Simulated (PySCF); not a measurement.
What builds the second ionisation energy along group 11

All values are computed (PySCF 2.14, energy differences of UHF-based or UKS calculations, no spin-orbit coupling). Each column adds one step, in eV (sums use unrounded values): valence MP2, valence CCSD, valence triples, then the next inner shell at CCSD(T) (Cu 3s 3p, Ag 4s 4p, Au 5s 5p). References (NIST) marked * lie between the lowest fine-structure levels; the others compare directly ((s) semi-empirical, (t) theoretical).

```json
{"element": "Cu [Ar] 3d10 → [Ar] 3d9 (def2-TZVPPD, non-relativistic)", "UHF": "17.370", "+ MP2": "3.510", "+ CCSD": "-0.977", "+ (T)": "0.181", "+ inner shell": "0.149", "sum": "20.232", "reference": "20.292 *"}
{"element": "Ag [Kr] 4d10 → [Kr] 4d9 (def2-TZVPPD with the def2 core potential (28 electrons), ECP)", "UHF": "19.735", "+ MP2": "1.993", "+ CCSD": "-0.372", "+ (T)": "0.094", "+ inner shell": "-0.120", "sum": "21.330", "reference": "21.484 *"}
{"element": "Au [Xe] 4f14 5d10 → [Xe] 4f14 5d9 (def2-TZVPPD with the def2 core potential (60 electrons), ECP)", "UHF": "18.984", "+ MP2": "1.881", "+ CCSD": "-0.346", "+ (T)": "0.097", "+ inner shell": "-0.067", "sum": "20.549", "reference": "20.203 ± 0.025 *"}
```

What remains against the references is mostly basis incompleteness and, for starred values, spin-orbit coupling.

These are valence bases, so the inner-shell step is incomplete.
